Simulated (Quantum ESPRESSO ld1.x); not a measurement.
Results of a calculation; reference values are marked as such.
Question: The aim is neutral platinum in [Xe] 4f14 5d9 6s1. What will ld1.x (Quantum ESPRESSO 7.5) do with this input?

```
 &input
    zed=78.0,
    iswitch=1,
    rel=1,
    lsd=1,
    dft='SCANN',
    config='[Xe] 4f14 5d9 6s1',
    verbosity='high',
    prefix='ld1',
    max_out_wfc=37,
    file_charge='ld1.rho',
 /
```

Answer: Refused. The program stops in set_dft_from_name with "libxc needed for this functional": the name is not a functional that the program knows.

Output (excerpt):

```
     Program LD1 v.7.5 starts

 %%%%%%%%%%%%%%%%%%%%%%%%%%%%%%%%%%%%%%%%%%%%%%%%%%%%%%%%%%%%%%%%%%%%%%%%%%%%%%
     Error in routine set_dft_from_name (2):
     libxc needed for this functional
 %%%%%%%%%%%%%%%%%%%%%%%%%%%%%%%%%%%%%%%%%%%%%%%%%%%%%%%%%%%%%%%%%%%%%%%%%%%%%%

     stopping ...
```

Run on one thread of a shared host, so times are rough (Intel(R) Xeon(R) Processor @ 2.60GHz): 0.32 s of CPU time, 0.73 s wall, peak memory 26 MiB.
